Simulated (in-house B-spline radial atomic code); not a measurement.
Values are calculated unless marked as measured or tabulated.
# Softness against transferability: the 4d channel of Mo

Mo, [Kr] 4d5 5s1, non-relativistic PBE, spherical and spin-unpolarised, from an all-electron radial atomic-structure program (B-spline basis) (atomic units). The all-electron 4d level is ε = -0.146664 hartree, its outermost node lies just inside 0.54 bohr and its outer maximum at 1.37 bohr.

Troullier-Martins pseudo-orbitals are made for several radii. The cutoffs (hartree) are the plane-wave energies beyond which the orbital holds less than the named kinetic energy per electron. The phase error is the difference, pseudo minus all-electron, of arctan(R P'/P) at R = 2.22 bohr for all radii, half a hartree below and above the level.

| r_c (bohr) | V_l(0) (hartree) | cutoff for 10 mEh | for 1 mEh | for 0.1 mEh | phase error at ε − 0.5 (mrad) | at ε + 0.5 (mrad) |
| --- | --- | --- | --- | --- | --- | --- |
| 1.03 | -28.65 | 51.2 | 68.7 | 96.9 | -0.6 | -1.2 |
| 1.19 | -12.95 | 19 | 37.7 | 52 | -0.4 | -0.7 |
| 1.37 | -9.13 | 16.1 | 22.8 | 29.5 | -0.3 | -0.4 |
| 1.55 | -8.37 | 15.5 | 21 | 25.9 | -0.2 | -0.3 |
| 1.73 | -8.00 | 15 | 20.2 | 24.5 | 0.0 | 0.0 |
| 1.92 | -7.58 | 14.4 | 19 | 22.6 | +0.4 | +0.6 |

(1) Which radius needs the lowest cutoff for 0.1 mEh while both phase errors stay within 0.8 mrad?

(2) What does the larger radius buy, and what does it cost?

Results:

(1) The radii within that limit are 1.19, 1.37, 1.55, 1.73, 1.92 bohr; of these r_c = 1.92 needs the least, 22.6 hartree, that is 45.2 Ry or 615 eV.

(2) From r_c = 1.03 to 1.92 bohr the cutoff for 1 mEh goes from 68.7 to 19 hartree, a factor of 3.62, against 3.47 for a pure 1/r_c² scaling, end to end; step by step it is 68.7, 37.7, 22.8, 21, 20.2, 19, and for 0.1 mEh 96.9, 52, 29.5, 25.9, 24.5, 22.6; the number of plane waves goes as the cutoff to the power 3/2, here a factor of 6.9. The larger of the two phase errors is least at r_c = 1.73 bohr, 0.0 mrad; it is 1.2 at the smallest radius and 0.6 at the largest. These errors test the reference atom alone. The smallest radius lies well inside the outer maximum, where the nodeless form must bend sharply to keep the norm, so it is both harder and scatters less well than the next. Large radii also let the cores of neighbours overlap, which an atom doesn't show.
